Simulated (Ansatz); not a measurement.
CH₄AlClS, SMILES `C[S][AlH][Cl]`, 8 atoms. Total charge 0; spin multiplicity 1. All runs use 2 threads of a server CPU on a shared host. Correlated methods freeze the cores.

Q: How many basis functions does each run have, and how long does it take in Ansatz? RKS r2SCAN-D4/def2-TZVPP energy and forces; RKS PBE0-D4/def2-TZVP frequencies; RKS PBE0-D4/def2-SVP energy; RKS ωB97M-V/def2-SVP energy; RKS PBE0-D4/def2-QZVPP energy; RHF-CCSD(T)/def2-TZVPP energy; RHF-CCSD(T)/def2-SVP energy; RKS B3LYP-D4/def2-TZVPP energy and forces; RKS PBE0-D4/def2-TZVP relaxation (8 steps); RHF-MP2/def2-QZVPP energy; RKS ωB97M-V/def2-QZVPP energy; RKS ωB97X-V/def2-TZVPP energy. (Best estimate.)

A: Computed: Other jobs shared the machine, so times are rough.

| level | job | functions | wall time | peak host memory (GiB) |
| --- | --- | --- | --- | --- |
| RKS PBE0-D4/def2-SVP | energy | 88 | 1.1 s | 0.18 |
| RHF-CCSD(T)/def2-SVP | energy | 88 | 2.8 s | 0.25 |
| RKS r2SCAN-D4/def2-TZVPP | energy and forces | 213 | 4.2 s | 0.3 |
| RKS ωB97M-V/def2-SVP | energy | 88 | 4.4 s | 0.26 |
| RKS B3LYP-D4/def2-TZVPP | energy and forces | 213 | 4.4 s | 0.57 |
| RKS ωB97X-V/def2-TZVPP | energy | 213 | 7 s | 0.62 |
| RKS PBE0-D4/def2-QZVPP | energy | 387 | 9 s | 1.3 |
| RHF-MP2/def2-QZVPP | energy | 387 | 17 s | 1.7 |
| RKS ωB97M-V/def2-QZVPP | energy | 387 | 20 s | 1.4 |
| RKS PBE0-D4/def2-TZVP | relaxation (8 steps) | 166 | 27 s | 0.43 |
| RHF-CCSD(T)/def2-TZVPP | energy | 213 | 51 s | 2.7 |
| RKS PBE0-D4/def2-TZVP | frequencies | 166 | 110 s | 0.43 |

B3LYP here is the variant with VWN-RPA as its local correlation; programs differ in this.
